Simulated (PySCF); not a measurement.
H₂Cl₂Si, charge -1, doublet, at a GFN2-xTB geometry (a state made from the parent by changing its charge; the spin is typed, not shown lowest); MP2/STO-3G in PySCF.

The PySCF input:
```python
from pyscf import gto, scf, mp

mol = gto.Mole()
mol.atom = '''
    Si    0.00365607    0.07002271   -0.00530607
    Cl    2.26795077   -0.18957287    0.06996598
    Cl   -2.27586797    0.03793873   -0.05847569
    H     0.01104551    0.89550759    1.19548080
    H     0.07236210    0.70195473   -1.31653085
'''
mol.basis = 'sto-3g'
mol.charge = -1
mol.spin = 1
mol.verbose = 4
mol.build()

mf = scf.UHF(mol)
mf.kernel()

pt = mp.MP2(mf)
pt.kernel()
print('E(MP2) = %.10f' % pt.e_tot)
```

Output, abridged:

```
PySCF version 2.14.0

[INPUT] verbose = 4
[INPUT] num. atoms = 5
[INPUT] num. electrons = 51
[INPUT] charge = -1
[INPUT] spin (= nelec alpha-beta = 2S) = 1
[INPUT] symmetry False subgroup None
[INPUT] Mole.unit = angstrom
[INPUT] Symbol           X                Y                Z      unit          X                Y                Z       unit  Magmom
[INPUT]  1 Si     0.003656070000   0.070022710000  -0.005306070000 AA    0.006908970992   0.132323744400  -0.010027019098 Bohr   0.0
[INPUT]  2 Cl     2.267950770000  -0.189572870000   0.069965980000 AA    4.285805819296  -0.358240804948   0.132216540237 Bohr   0.0
[INPUT]  3 Cl    -2.275867970000   0.037938730000  -0.058475690000 AA   -4.300767158970   0.071693809214  -0.110503039045 Bohr   0.0
[INPUT]  4 H      0.011045510000   0.895507590000   1.195480800000 AA    0.020872988806   1.692264087569   2.259131299176 Bohr   0.0
[INPUT]  5 H      0.072362100000   0.701954730000  -1.316530850000 AA    0.136744550798   1.326502191543  -2.487882741041 Bohr   0.0

nuclear repulsion = 167.545889266999
number of shells = 17
number of NR pGTOs = 87
number of NR cGTOs = 29
basis = sto-3g
ecp = {}

******** <class 'pyscf.scf.uhf.UHF'> ********
method = UHF
initial guess = minao
damping factor = 0
level_shift factor = 0
DIIS = <class 'pyscf.scf.diis.CDIIS'>
diis_start_cycle = 1
diis_space = 8
diis_damp = 0
SCF conv_tol = 1e-09
SCF conv_tol_grad = None
SCF max_cycles = 50
direct_scf = True
direct_scf_tol = 1e-13
number electrons alpha = 26  beta = 25
Set gradient conv threshold to 3.16228e-05
init E= -1194.82774432063

cycle= 1 E= -1195.87782433811  delta_E= -1.05  |g|= 0.125  |ddm|= 1.83
cycle= 2 E= -1195.90248751827  delta_E= -0.0247  |g|= 0.0364  |ddm|= 0.377
cycle= 3 E= -1195.90516235419  delta_E= -0.00267  |g|= 0.0125  |ddm|= 0.136
cycle= 4 E= -1195.9055520778  delta_E= -0.00039  |g|= 0.00601  |ddm|= 0.0515
cycle= 5 E= -1195.90565833119  delta_E= -0.000106  |g|= 0.00228  |ddm|= 0.0308
cycle= 6 E= -1195.90567336896  delta_E= -1.5e-05  |g|= 0.000406  |ddm|= 0.0143
cycle= 7 E= -1195.9056737925  delta_E= -4.24e-07  |g|= 0.000137  |ddm|= 0.00172
cycle= 8 E= -1195.90567385113  delta_E= -5.86e-08  |g|= 2.67e-05  |ddm|= 0.000805
cycle= 9 E= -1195.90567385297  delta_E= -1.84e-09  |g|= 5.41e-06  |ddm|= 0.000141
cycle= 10 E= -1195.90567385304  delta_E= -7.14e-11  |g|= 1.48e-06  |ddm|= 2.36e-05
Extra cycle  E= -1195.90567385305  delta_E= -7.28e-12  |g|= 7.23e-07  |ddm|= 4.68e-06
converged SCF energy = -1195.90567385305  <S^2> = 0.75260989  2S+1 = 2.0026082

******** <class 'pyscf.mp.ump2.UMP2'> ********
nocc = (np.int64(26), np.int64(25)), nmo = (29, 29)
E(UMP2) = -1195.9418385971  E_corr = -0.0361647440487446
E(SCS-UMP2) = -1195.94670584486  E_corr = -0.0410319918107618
E_corr(same-spin) = -0.0027296550550751
E_corr(oppo-spin) = -0.0334350889936695
E(MP2) = -1195.9418385971
```
